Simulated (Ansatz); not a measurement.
Potential energy curve for SMILES [AlH3]. The Al1–H4 bond (Al1 also carries H, H; H4 carries nothing else) is varied alone, starting from the PBE0/def2-TZVP optimised geometry.

Level of theory: Ansatz (a first-principles code) with full CI/cc-pVDZ, frozen core.

Relative to R = 1.59 Å, what are the energies at R = 1.27, 1.75, 2.14, 4.24 Å?

101.8 kJ/mol at 1.27 Å, 13.5 kJ/mol at 1.75 Å, 101.3 kJ/mol at 2.14 Å, 344.4 kJ/mol at 4.24 Å.
